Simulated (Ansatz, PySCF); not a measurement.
Dissociation curve of BrF, singlet. Each curve is given relative to its own lowest point near equilibrium.

```csv
R / Å,A,B,C,D
1.31,160.1,225.8,179.9,175.8
1.38,97.4,151.0,111.9,109.5
1.51,32.2,65.0,39.2,38.6
1.57,16.7,41.3,21.2,21.0
1.62,8.4,26.8,11.2,11.2
1.71,1.0,10.2,1.6,1.7
1.75,0.0,5.7,0.0,0.0
1.84,1.2,0.6,0.3,0.1
1.86,1.9,0.1,1.0,0.7
1.91,4.3,0.0,3.3,2.9
2.05,13.6,4.6,13.1,12.4
2.16,21.8,11.2,22.5,21.7
2.38,—,24.8,40.7,38.5
2.60,—,32.7,55.3,47.5
2.91,—,38.2,67.2,53.5
3.13,—,40.1,69.4,55.5
3.55,—,42.1,62.1,57.3
3.87,—,42.9,49.2,57.8
4.31,—,43.4,26.2,58.1
4.68,—,43.4,4.9,58.3
5.31,—,43.4,-32.0,58.3
6.13,—,43.5,-79.6,58.3
7.01,—,—,-130.5,58.3
```

Energies in kcal/mol.

**Question.** Match the curves with the methods Ansatz (a first-principles code) with CCSD(T) on RHF/cc-pVTZ, cores with 3d frozen; restricted MP2 (frozen core)/6-31G*, spherical d (PySCF); unrestricted B3LYP/6-31G*, spherical d run with PySCF; unrestricted B3LYP/LANL2DZ, with its core potentials past Ne (PySCF).

**Answer.** A is RCCSD(T); B is UKS-B3LYP/LANL2DZ; C is RMP2/6-31G*; D is UKS-B3LYP/6-31G*.

Dashes: no converged value, or the column stops at the first point that the program doubted or that broke a chosen test of continuity, which isn't proof of a fault.

The T1 diagnostic of CCSD on the restricted reference of RCCSD(T) exceeds 0.045 at 2.91 to 7.01 Å. The restricted form behind RMP2/6-31G* keeps the bonding electrons paired and can't separate into open-shell fragments. The unrestricted solution behind UKS-B3LYP/LANL2DZ changes between 6.13 and 7.01 Å, which can leave a kink. The unrestricted determinant behind UKS-B3LYP/LANL2DZ is spin-contaminated at 2.38 to 6.13 Å (<S²> up to 1.0, against 0.00 for a pure singlet). The unrestricted determinant behind UKS-B3LYP/6-31G* is spin-contaminated at 2.38 to 7.01 Å (<S²> up to 1.0, against 0.00 for a pure singlet).
